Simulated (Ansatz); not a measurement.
Cost and result for the atomization energy of CH4F2O2Si (`O[Si](O)(F)CF`) (10 atoms, 9 bonds).

Z-matrix (Å, degrees):
```
Si
O 1 1.627
F 1 1.593 2 108.1
O 1 1.620 2 109.1 3 -121.5
C 1 1.871 2 113.7 3 119.6
H 2 0.958 1 118.5 3 -44.6
H 4 0.958 1 119.4 2 39.9
F 5 1.395 1 109.0 2 -56.0
H 5 1.094 1 112.1 2 -175.9
H 5 1.094 1 111.2 2 63.3
```

Charge 0, multiplicity 1. All single points use the PBE0-D4/def2-TZVP geometry. It is one conformer, not always the lowest. Program: Ansatz. All runs use 4 threads of an Arm Neoverse V1 on a shared host. Times are those of one run each, without the atoms' runs, and a repeat can differ threefold. Electronic energies, without spin–orbit coupling; frozen cores. CCSD(T)/CBS adds CCSD(T) − MP2 in def2-TZVPP to the MP2 limit, and its time is that of the two runs behind it. T1 = 0.011. B3LYP takes the VWN-RPA correlation (the form of Gaussian; ORCA's B3LYP/G).

CCSD(T)/CBS is a level of theory with its own doubt, some kJ/mol a heavy atom from the limit and from the frozen cores, so smaller differences don't rank the functionals.

```csv
level,functions,atomization (kcal/mol),difference from CCSD(T)/CBS,per bond
PBE0-D4/def2-TZVPP,253,967.5,-14.4,-1.6
B3LYP-D4/def2-TZVPP (with forces),253,970.2,-11.7,-1.3
PBE-D4/def2-TZVPP (with forces),253,993.5,11.6,1.3
r2SCAN-D4/def2-TZVPP (with forces),253,978.2,-3.7,-0.4
MP2/def2-QZVPP,475,1002.3,20.4,2.3
ωB97M-V/def2-TZVPP (with forces),253,979.5,-2.4,-0.3
CCSD(T)/def2-TZVPP,253,951.4,-30.5,-3.4
ωB97X-V/def2-TZVPP,253,977.7,-4.2,-0.5
B2PLYP/def2-TZVPP,253,965.6,-16.3,-1.8
CCSD(T)/CBS(def2),–,981.9,0.0,0.0
```

**Question.** Order the runs by time, with rough figures. (An estimate is asked.)

**Answer.** Ansatz gave: PBE-D4/def2-TZVPP (with forces) 2.9 s; PBE0-D4/def2-TZVPP 3.7 s; r2SCAN-D4/def2-TZVPP (with forces) 6 s; B3LYP-D4/def2-TZVPP (with forces) 6 s; B2PLYP/def2-TZVPP 7 s; ωB97X-V/def2-TZVPP 9.5 s; ωB97M-V/def2-TZVPP (with forces) 14 s; MP2/def2-QZVPP 33 s; CCSD(T)/def2-TZVPP 5.5 min; CCSD(T)/CBS(def2) 6.1 min.

The D4 term adds +7.6 kcal/mol with B3LYP and +3.9 kcal/mol with PBE0; it sums over pairs of atoms, weighted by their polarisabilities, and B3LYP, whose exchange is more repulsive, gets the larger term. From PBE to PBE0 (25 % exact exchange), in def2-TZVPP and without D4, the atomization energy moves by −25.3 kcal/mol: exact exchange takes away binding that semilocal exchange gives to molecules. In def2-TZVPP, CCSD(T) changes the Hartree–Fock value by +254.3 kcal/mol (the triples alone add +15.4 kcal/mol) and MP2 by +286.7 kcal/mol; breaking electron pairs costs correlation energy, which Hartree–Fock lacks.
